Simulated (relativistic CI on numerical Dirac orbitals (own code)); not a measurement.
Transition arrays of Ga XIII

Method of calculation: Dirac-Coulomb-Breit CI, orbitals from a KLI potential per configuration, QED by a radiative potential, valence Slater integrals scaled by 0.9, whole transition arrays (own radial code, finite nucleus).

Configurations in the expansion (outside the closed core [Ne] 3s2): 3p6.3d, 3p6.4f, 3p5.3d2, 3p6.4p, 3p6.5f. Levels of other configurations are missing.

All E1 lines from the levels of 3p6.3d; mean and standard deviation are weighted by gf, and upper levels are sorted by their leading configuration.

```
Upper configuration  Lines   Σgf  Mean (eV)  Mean (nm)  σ (eV)  Strongest line (nm)
             3p6.4f      3   7.7     206.59      6.002    0.36                6.010
            3p5.3d2     60  26.0     101.05     12.270    5.12               11.873
             3p6.4p      3   0.4     154.97      8.000    0.37                7.992
             3p6.5f      3   2.6     260.31      4.763    0.37                4.768
```

Σgf per state of the lower configuration in bins of 0.2 nm over the central range (centre: value): 4.7: 0.26, 5.9: 0.31, 6.1: 0.46, 7.9: 0.02, 8.1: 0.01, 11.7: 0.45, 11.9: 0.76, 12.1: 0.54, 12.9: 0.45, 13.1: 0.33.

Q: How do configuration mixing and the scaling of the Slater integrals move the arrays?

A: Slater scale 0.9, no configuration mixing: 3p6.4f 206.2 ± 0.4 eV (Σgf 6.5), 3p5.3d2 101.0 ± 5.0 eV (Σgf 26.7), 3p6.4p 154.9 ± 0.4 eV (Σgf 0.5), 3p6.5f 260.2 ± 0.4 eV (Σgf 2.1); Slater scale 1: 3p6.4f 206.7 ± 0.4 eV (Σgf 7.9), 3p5.3d2 103.4 ± 5.6 eV (Σgf 26.5), 3p6.4p 155.0 ± 0.4 eV (Σgf 0.3), 3p6.5f 260.3 ± 0.4 eV (Σgf 2.6); Slater scale 0.8: 3p6.4f 206.5 ± 0.4 eV (Σgf 7.5), 3p5.3d2 98.7 ± 4.6 eV (Σgf 25.5), 3p6.4p 154.9 ± 0.4 eV (Σgf 0.4), 3p6.5f 260.3 ± 0.4 eV (Σgf 2.5). With mixing, levels are counted to their leading configuration, so an array can shrink or vanish into another, and the sums then hold other lines.
